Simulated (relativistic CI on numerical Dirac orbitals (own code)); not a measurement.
# What each ingredient does to the levels of Yb LXIX

Base calculation: Dirac-Coulomb-Breit CI, KLI orbitals optimised for each configuration, a model potential for QED, unscaled Slater integrals.

Configuration list: 1s2, 1s 2s, 1s 2p, 1s 3s, 1s 3p, 1s 3d, 1s 4s, 1s 4p, 1s 4d, 1s 4f, 1s 5s, 1s 5p, 1s 5d, 1s 5f, 1s 5g, 1s 6s, 1s 6p, 1s 6d, 2s2. Levels of other configurations are missing.

Variants: (1) configuration mixing switched off. Shifts of the energy above 1s2 1S_0, in eV, for the lowest level and the first level of each name with at least 55 % of one term (blank where a level changes its place among those of its configuration and J or its character, or is not in the variant):

```
      Level     Base  Δ(1)
   1s2 1S_0      0.0   0.0
 1s 2s 3S_1  52291.1  -0.4
1s 2p 3P°_1  52398.6  -0.4
 1s 2s 1S_0  52427.3   0.0
1s 2p 3P°_0  52428.8  -0.3
1s 2p 3P°_2  53624.1  -0.4
1s 2p 1P°_1  53671.3  -0.3
 1s 3s 3S_1  62360.0  -0.4
1s 3p 3P°_1  62388.7  -0.4
 1s 3s 1S_0  62396.2  -0.7
1s 3p 3P°_0  62396.7  -0.4
1s 3p 3P°_2  62753.5  -0.4
 1s 3d 3D_2  62763.1  -0.4
 1s 3d 3D_1  62766.6  -0.4
```

At this charge energies of transitions that change n are usually good to better than 1 %, and those within a shell (Δn = 0) to a few per cent.

Ionisation energy from the two ground configurations alone: base 70119.1 eV. The NIST ASD value (theoretical) is 70123 eV.

LS names give the leading component of a level, which can be under half, so a name can repeat, a term be missing and a line seem to break the LS rules.
